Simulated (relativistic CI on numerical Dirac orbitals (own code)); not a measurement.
Judd-Ofelt analysis for Ho3+

Method of calculation: Dirac-Coulomb-Breit CI, separate exchange-only KLI orbitals for each configuration, a model potential for QED, valence Slater integrals scaled by 0.7 (own radial code, finite nucleus).

Configuration 4f10 alone, in intermediate coupling. Take Ω₂ = 4.18, Ω₄ = 5.18, Ω₆ = 3.63 (10⁻²⁰ cm²) and refractive index n = 2.07 as given. A_ED = 64π⁴e²ν³ n(n² + 2)²/[27h(2J + 1)] Σ Ω_λ |U^λ|², in Gaussian units with ν in cm⁻¹, and A_MD is n³ times the free-ion magnetic-dipole rate; a dash marks a rate that is forbidden or under 2 % of the level's free-ion decay.

Emitting level 5I_6 at 8524 cm⁻¹ (radiative decay alone: multiphonon quenching in a host is left out, and the level can lie too high or too low):

```csv
To,ν (cm⁻¹),U² squared,U⁴ squared,U⁶ squared,Free-ion A(M1) (s⁻¹)
5I_8,8524,0.0138,0.0466,0.7284,-
5I_7,3361,0.0298,0.1221,0.8593,2.7
```

(1) Give the rates, branching ratios and the radiative lifetime.

Results:

(1) The rates are:

```
  To  λ (nm)  A_ED (s⁻¹)  A_MD (s⁻¹)  β (%)
5I_8    1173         922           0   90.4
5I_7    2975        74.4          24    9.6
```

τ_rad = 9.80e-04 s. Computed level positions enter as ν³, so measured ones would change the rates. For the strongest line (1173 nm) and an assumed effective width Δλ = 41 nm (300 cm⁻¹), the Füchtbauer-Ladenburg formula σ = λ⁴A/(8πcn²Δλ) gives a peak emission cross-section of 1.3 × 10⁻²⁰ cm².
